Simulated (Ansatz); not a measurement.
A run for Ansatz (a program for electronic structure): U-RI-MP2/def2-QZVPP on O2 (SMILES O=O). The basis file is the Basis Set Exchange's JSON of that set.

Ansatz 0.2 input:
```yaml
crystal:
  periodic: [false, false, false]
  atoms:
    - {symbol: O, position_ang: [0.00000000, -0.00000000, 0.60215214]}
    - {symbol: O, position_ang: [-0.00000000, 0.00000000, -0.60215214]}
basis:
  gaussian:
    orbitals: def2-QZVPP.json
    fitting: {mean_field: def2-universal-JKFIT, correlation: def2-QZVPP-RIFIT.json}
magnetization: {spin_polarized: true, initial_magnetization: 2}
correlation: {method: mp2, electrons: outside_noble_gas}
scf: {omitted_lower_state_checks: [cluster_reference]}
```

Program output:

```
WARN ansatz: RAYON_NUM_THREADS=4 ignored (pool sized by the plan → 4); use --threads N
Functional definition: HF
these checks for a lower state are left out or cut short: cluster_reference
integrals: 0.03 GiB planned
154 factors; integrals over basis functions are off by at most 1.2e0 eV
282 factors; integrals over basis functions are off by at most 6.1e-1 eV
mean field: 0.15 GiB planned
mean field evaluation 1: about -4072.4994 eV, gradient 1.4e1 eV
mean field evaluation 2: about -4073.1850 eV, gradient 4.5e0 eV
mean field evaluation 4: about -4073.2792 eV, gradient 4.3e-1 eV
mean field evaluation 8: about -4071.5888 eV, gradient 8.9e0 eV
mean field evaluation 16: about -4073.2681 eV, gradient 3.2e-1 eV
mean field -4073.28088200 eV, -149.6903114446 hartree, gradient 2.5e-6 eV, S^2 2.047591; 2 other end points of the search recorded, 0 dependent functions left out
2 core orbitals not correlated
reference -4073.28088200 eV, -149.6903114446 hartree; 7, 5 occupied and 105, 107 virtual orbitals, 282 factors
second order -12.65998889 eV of doubles, -0.00000000 eV of singles
Total energy: -4085.94087089 eV, -150.1555574551 hartree
Checks for a lower state left out: cluster_reference
```

Self-consistency was reached.

Cost: roughly 0.5 core-seconds.
